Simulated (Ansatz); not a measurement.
One change: `[CH3][Ge]([F])([F])[Br]` becomes `[F][Ge]([F])([F])[Br]`.

Ansatz, PBE0-D4/def2-TZVP geometries, multiplicity 1. 

Scalar relativity is left out up to krypton.

```
                                          property  `[CH3][Ge]([F])([F])[Br]`
              HOMO–LUMO gap (PBE0/def2-TZVPP) / eV                       8.24
             LUMO energy (ωB97M-V/def2-TZVPP) / eV                       1.23
  size of the dipole moment (B3LYP/def2-TZVPP) / D                       3.19
                 LUMO energy (PBE/def2-TZVPP) / eV                      -1.76
size of the dipole moment (ωB97M-V/def2-TZVPP) / D                       3.17
               HOMO energy (B3LYP/def2-TZVPP) / eV                      -8.72
```

Task: Give the same properties after the change, and the shifts. (Best estimate.)

Result: Computed: 
```csv
property,`[F][Ge]([F])([F])[Br]`,shift
HOMO–LUMO gap (PBE0/def2-TZVPP) / eV,7.86,-0.38
LUMO energy (ωB97M-V/def2-TZVPP) / eV,0.11,-1.12
size of the dipole moment (B3LYP/def2-TZVPP) / D,1.71,-1.48
LUMO energy (PBE/def2-TZVPP) / eV,-3.05,-1.29
size of the dipole moment (ωB97M-V/def2-TZVPP) / D,1.66,-1.51
HOMO energy (B3LYP/def2-TZVPP) / eV,-9.59,-0.87
```

With PBE0 the HOMO falls by 0.88 eV and the LUMO falls by 1.26 eV, so the gap narrows by about 0.38 eV. PBE moves the HOMO by -0.82 eV and ωB97M-V by -0.90 eV. The zero-point energy changes by -89.9 kJ/mol with -9 modes. Dipoles are sizes alone; their direction can turn.

B3LYP here is the variant with VWN-RPA as its local correlation; programs differ in this.

Spin–orbit coupling is left out; it splits and shifts lone-pair levels of the heavy atoms by tenths of an eV.
